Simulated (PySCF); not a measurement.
# Computed properties of [(E)-but-2-enyl]silane (C₄H₁₀Si), SMILES C/C=C/C[SiH3]

[(E)-but-2-enyl]silane (C4H10Si), SMILES C/C=C/C[SiH3]. Geometry: r2SCAN-D4/def2-SVP. Other conformers were not sampled. All values are computed for the isolated molecule unless a solvent is named; none is compared with measurement here.

**Structure.** All 39 harmonic modes at r2SCAN-D4/def2-SVP (PySCF) are real, so it is a minimum. With heavy atoms numbered as in [CH3:1]/[CH:2]=[CH:3]/[CH2:4][SiH3:5], the shortest bond between them is C2–C3 at 1.343 Å and the longest C4–Si5 at 1.897 Å.

**Vibrations.** The strongest infrared lines (harmonic, unscaled, degenerate partners summed) lie at 917 cm⁻¹ (244 km/mol, H 90 %, Si 10 %), 2209 cm⁻¹ (142 km/mol, H 98 %), 2219 cm⁻¹ (102 km/mol, H 96 %). The softest mode is at 68 cm⁻¹ and the zero-point energy is 76.7 kcal/mol.

**Electronic structure.** B3LYP/def2-TZVP (PySCF) places the frontier levels at -6.55 and 0.06 eV, a gap of 6.61 eV, and gives a dipole moment of 0.72 D and a mean polarisability of 79.9 bohr³. PBE/def2-TZVP (PySCF) at the same geometry gives -5.69 and -0.71 eV, so its gap is 1.63 eV narrower. An orbital gap is neither the optical nor the fundamental gap.

**Excitations.** TDDFT-M06-2X/def2-SVPD (PySCF) has S1 at 6.49 eV (191 nm, f = 0.066, bright); the most intense of the 10 singlets computed lies at 6.64 eV (f = 0.41). T1 (TDA) is at 4.46 eV. TDDFT-PBE/def2-SVPD (PySCF) puts S1 at 5.63 eV. No vertical singlet excitation falls in the visible range (under 3.1 eV).

**NMR.** GIAO shifts at PBE0/pcSseg-1 (PySCF) (non-relativistic, atoms alike by connectivity averaged): ¹³C from 18.8 to 137.5 ppm against TMS; ¹H from 1.9 to 6.0 ppm against TMS; ²⁹Si at -63.5 ppm against TMS.

**Solvation.** SMD-B3LYP/def2-SVP (PySCF) gives 2.2 kcal/mol in water, -3.0 kcal/mol in diethylether, -2.8 kcal/mol in n-hexane (1 M in both phases, gas-phase geometry).
